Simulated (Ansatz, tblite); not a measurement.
Species of one formula, NiP2H6Br2 (singlet), each relaxed with r2SCAN-D4/def2-SVP in Ansatz.

The xTB rows come from tblite. HSE06 is defined as in plane-wave codes, on full-range PBE exchange. Correlated methods freeze 33 core orbitals; core or outer-core shells of Br, Ni are correlated, in sets that lack core-valence functions.

Run but left out: HF/def2-TZVP, MP2/def2-TZVP (A: restricted singlet, unstable towards broken spin symmetry).

A: The restricted singlet is unstable towards broken spin symmetry in Hartree–Fock (as tested in another run); at PBE-D4/def2-SVP, r2SCAN-D4/def2-TZVP, r2SCANh-D4/def2-TZVP, PBE0-D4/def2-SVP and others this wasn't settled. B: The restricted singlet is unstable towards broken spin symmetry in Hartree–Fock (as tested in another run); at PBE-D4/def2-SVP, r2SCAN-D4/def2-TZVP, r2SCANh-D4/def2-TZVP, PBE0-D4/def2-SVP and others this wasn't settled.

Other spin states weren't relaxed.

A: cis-NiBr2(PH3)2 (NiP2H6Br2)

Cartesian coordinates in Å:
```
Br -1.347 1.344 2.383
Br -2.752 1.070 -0.763
Ni -0.784 0.461 0.310
P -0.309 -0.324 -1.604
P 0.996 -0.081 1.333
H 0.944 -0.983 -1.829
H -0.269 0.581 -2.693
H -1.167 -1.314 -2.144
H 0.873 -0.933 2.459
H 1.773 0.960 1.900
H 2.042 -0.781 0.649
```

B: NiBr2(PH3)2 (NiP2H6Br2)

```
atom   x (Å)   y (Å)   z (Å)
 Br1   1.106  -1.814  -0.960
 Br2  -1.080   1.754   0.970
 Ni3   0.007  -0.076   0.071
  P4   1.870   0.808   0.733
  P5  -1.873  -0.852  -0.680
  H6   1.968   1.260   2.075
  H7   2.236   2.014   0.079
  H8   3.094   0.097   0.613
  H9  -2.058  -2.250  -0.829
 H10  -2.173  -0.453  -2.010
 H11  -3.098  -0.486  -0.062
```

Q: Estimate which lies lowest at each level, and how far above it the others are (eV).

A: 
```csv
level,A,B
GFN1-xTB,0.22,0.00
GFN2-xTB,0.34,0.00
PBE-D4/def2-SVP,0.22,0.00
PBE-D4/def2-TZVP,0.17,0.00
r2SCAN-D4/def2-TZVP,0.20,0.00
r2SCANh-D4/def2-TZVP,0.25,0.00
PBE0-D4/def2-SVP,0.38,0.00
PBE0-D4/def2-TZVP,0.30,0.00
HSE06-D4/def2-TZVP,0.29,0.00
CAM-B3LYP-D4/def2-TZVP,0.37,0.00
RPA@PBE/def2-TZVP,0.28,0.00
```
Point groups (tolerance 0.1 Å): A C2v, B not assigned. A and B have the same bonds, so they are conformers or stereoisomers. From def2-SVP to def2-TZVP the PBE0 values move by up to 0.08 eV, so results in the small set are rough.
